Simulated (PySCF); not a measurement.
**Working with the constants of AgO**

M06-2X constants of AgO, ²Π (doublet), unpaired electrons π ↑ (Ag x2c-TZVPPall, O x2c-TZVPPall; spin-free X2C with a Gaussian nucleus (PySCF 2.14); masses 106.9051 and 15.9949 u):

```
ωe                      : 486.0 cm⁻¹
ωexe                    : 2.81 cm⁻¹
Be                      : 0.28909 cm⁻¹
αe                      : 0.00214 cm⁻¹
D (centrifugal)         : 4.09e-07 cm⁻¹
De to Ag (4d10 5s1) + O : 1.85 eV
```

Task: Give the vibrational terms G(v) and spacings up to v = 6.

Result: G(v) = ωe(v+½) − ωexe(v+½)².

| v | G(v) (cm⁻¹) | G(v) − G(v−1) | Bv (cm⁻¹) |
| --- | --- | --- | --- |
| 0 | 242 |  | 0.2880 |
| 1 | 723 | 480 | 0.2859 |
| 2 | 1197 | 475 | 0.2837 |
| 3 | 1667 | 469 | 0.2816 |
| 4 | 2130 | 464 | 0.2795 |
| 5 | 2588 | 458 | 0.2773 |
| 6 | 3040 | 452 | 0.2752 |

Task: How well does the Morse estimate ωe²/(4ωexe) reproduce De, and what is D0?

Result: It gives 2.61 eV, 141 % of the computed De. D0 = De − G(0) = 1.85 − 0.03 = 1.82 eV.

These are scalar-relativistic numbers at best; spin–orbit coupling would shift them, the dissociation energy most. The state is the lowest single determinant that the PBE0 search found; with open d or f shells the true ground state can be another one.
